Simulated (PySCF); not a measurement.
CH2Cl6Si2, charge -1, doublet, geometry from GFN2-xTB (a state made from the parent by changing its charge; the spin is typed, not shown lowest). Base run: DF-BLYP/pcseg-1 run with PySCF.

Input for PySCF:
```python
from pyscf import gto, scf, dft

mol = gto.Mole()
mol.atom = '''
    Cl    3.08799008   -0.39677225   -1.26569421
    Si    1.47398113    0.29321702   -0.19461162
    Cl    2.17933231    0.66766398    1.66884890
    Cl    0.97661910    2.06905610   -1.02181231
    C     0.10544345   -0.99510331   -0.21573527
    Si   -1.63560367   -0.25343323    0.20330251
    Cl   -2.05187644    0.25737694   -1.98728099
    Cl   -1.20310332   -0.20377725    2.43948372
    Cl   -2.91612256   -1.88424425    0.27626352
    H     0.33616261   -1.78103735    0.50587682
    H     0.05562643   -1.46347131   -1.19988467
'''
mol.basis = 'pcseg-1'
mol.charge = -1
mol.spin = 1
mol.verbose = 4
mol.build()

mf = dft.UKS(mol)
mf.xc = 'blyp'
mf = mf.density_fit(auxbasis='def2-universal-jkfit')
mf.kernel()
mf.analyze()
```

Each row names what was changed in the base input (with any setting that the change needs).

```
change                                       E (Eh)  HOMO (eV)  <S^2>  core-seconds (rough)                outcome
--------------------------------------  -----------  ---------  -----  --------------------  ---------------------
base                                    -3379.69705      -0.26  0.751                    50              converged
functional = m062x                      -3379.60159      -2.66  0.753                    70              converged
functional = wb97x_v                              -          -      -                     -  cut at the time limit
functional = b97-1                      -3379.38712      -1.33  0.752                    50              converged
functional = mn15                       -3379.01423      -1.97  0.752                    80              converged
functional = pbe; dispersion = d3bjm    -3378.31734      -0.49  0.752                    60              converged
functional = tpssh                      -3379.83326      -1.13  0.753                    70              converged
functional = blyp; dispersion = d3zero  -3379.72010      -0.26  0.751                    60              converged
functional = mn12l                      -3379.32981      -0.68  0.755                    70              converged
functional = scan                       -3379.95397      -0.91  0.753                    80              converged
functional = pw6b95                     -3382.42647      -1.65  0.752                    70              converged
functional = pbe; dispersion = d3bj     -3378.29372      -0.49  0.752                    50              converged
```

Absolute energies of different levels of theory aren't comparable as measures of quality.

Open shells are given as the SCF converged; they aren't shown to be the lowest states, and a large step between rows can be another state.
